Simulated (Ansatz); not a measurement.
The same path of Cl3FH3NZr (9 atoms, charge 0, multiplicity 1) was run twice with different band settings. Lost on the way: Cl8–H9. Made: F2–H9.

These are results of RHF/def2-SVP in Ansatz, not measurements.

Relaxed end points:

```xyz
9
Properties=species:S:1:pos:R:3
Zr -0.047 0.083 -0.166
F 0.097 0.339 1.725
Cl 2.042 0.158 -1.328
N -1.032 1.745 -0.672
H -1.402 1.965 -1.582
H -1.235 2.503 -0.040
Cl -1.412 -1.713 -0.957
Cl 1.457 -2.466 1.555
H 1.291 -1.725 2.580
```

```xyz
9
Properties=species:S:1:pos:R:3
Zr 0.342 -0.329 -0.431
F -0.840 -0.492 1.782
Cl 1.608 0.078 -2.391
N -0.470 1.483 -0.180
H -1.093 1.765 0.558
H -0.338 2.250 -0.819
Cl -1.203 -2.054 -1.021
Cl 2.006 -1.001 1.210
H -0.254 -0.811 2.405
```

Common settings: climbing image yes; spring 5.0 eV/Å²; optimiser quadratic models (default); start path through a guess of the saddle point; force threshold 0.05 eV/Å; iteration limit 60; end points relaxed.

| run | movable images |
| --- | --- |
| 1 | 5 |
| 2 | 3 |

What does each run give, and how far can it be trusted?

Run 1: converged after 18 iterations, highest image 0.828 eV above the first end. A vibrational analysis at the climbing image gives 2 clearly imaginary modes (1090i, 63i cm⁻¹): a point of higher order, so a lower path passes nearby.
Run 2: converged after 21 iterations, highest image 0.726 eV above the first end. The order of the stationary point at the top wasn't checked. So few images can step over the top or miss a turn of the path.
The orbitals stay closed-shell, which can raise the energy where a bond breaks towards radicals; this wasn't checked here.
